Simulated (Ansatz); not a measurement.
Ansatz (a program for electronic structure) input (B3LYP/def2-TZVPD):

Ansatz 0.2 input:
```yaml
crystal:
  periodic: [false, false, false]
  atoms:
    - {symbol: C, position_ang: [1.78070953, -0.13904201, -0.61349111]}
    - {symbol: C, position_ang: [0.63384092, -0.24867719, 0.14438240]}
    - {symbol: C, position_ang: [-0.59900374, 0.26726606, -0.19519224]}
    - {symbol: O, position_ang: [-1.72235172, 0.15276462, 0.56009558]}
    - {symbol: H, position_ang: [1.78025749, 0.38187422, -1.56195641]}
    - {symbol: H, position_ang: [2.71221024, -0.57088092, -0.28041505]}
    - {symbol: H, position_ang: [0.69737246, -0.78509149, 1.09037033]}
    - {symbol: H, position_ang: [-0.77893415, 0.81684205, -1.10849604]}
    - {symbol: H, position_ang: [-1.52537259, -0.34214197, 1.36553823]}
basis:
  gaussian:
    orbitals: def2-TZVPD
hamiltonian:
  xc: {name: B3LYP}
magnetization: {spin_polarized: true, initial_magnetization: 1}
output: {forces: true}
```

End of the output:

```
mean field evaluation 16: about -5240.0845 eV, gradient 5.5e-4 eV
mean field -5240.08450918 eV, -192.5695538554 hartree, gradient 1.2e-5 eV, S^2 0.773914; 0 other end points of the search recorded, 0 dependent functions left out
the calculation of the forces begins
reference -5240.08478027 eV, -192.5695638178 hartree; 16, 15 occupied and 180, 181 virtual orbitals, 961 factors
Total energy: -5240.08478027 eV, -192.5695638178 hartree
Atom 0 at     1.780710    -0.139042    -0.613491 Å, force     0.003891     0.000188    -0.002235 eV/Å
Atom 1 at     0.633841    -0.248677     0.144382 Å, force     0.012132    -0.009327     0.011081 eV/Å
Atom 2 at    -0.599004     0.267266    -0.195192 Å, force     0.001684     0.024256    -0.044994 eV/Å
Atom 3 at    -1.722352     0.152765     0.560096 Å, force    -0.010606    -0.011720     0.026507 eV/Å
Atom 4 at     1.780257     0.381874    -1.561956 Å, force     0.008550     0.002609    -0.008913 eV/Å
Atom 5 at     2.712210    -0.570881    -0.280415 Å, force     0.010517    -0.003382     0.001040 eV/Å
Atom 6 at     0.697372    -0.785091     1.090370 Å, force     0.003217    -0.003672     0.005121 eV/Å
Atom 7 at    -0.778934     0.816842    -1.108496 Å, force    -0.004201     0.005092    -0.007229 eV/Å
Atom 8 at    -1.525373    -0.342142     1.365538 Å, force    -0.025184    -0.004043     0.019621 eV/Å
Dipole moment:     0.049062    -0.111509     0.179199 e Å
```

It need not be the lowest isomer of its formula.
